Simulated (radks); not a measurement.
Results of a calculation; reference values are marked as such.
Problem. Ionisation of Lu, [Xe] 4f14 5d1 6s2, to Lu+, [Xe] 4f14 6s2, under several functionals. Scalar-relativistic Kohn-Sham, spin-polarised, spherical densities, point nucleus; open shells are filled with parallel spins first (spin-orbit coupling, left out, can overturn this in heavy ions); a radial shooting solver on a logarithmic mesh with Libxc functionals. Known Delta-SCF values: exchange-only PBE 4.610 eV; LDA (Slater exchange, Perdew-Wang correlation) 5.595 eV; PBE 5.377 eV. What does AM05 give, and what is its highest occupied eigenvalue?

Solution. 5.386 eV by Delta-SCF; the 5d eigenvalue is -1.943 eV. NIST: 5.426 eV (measured).
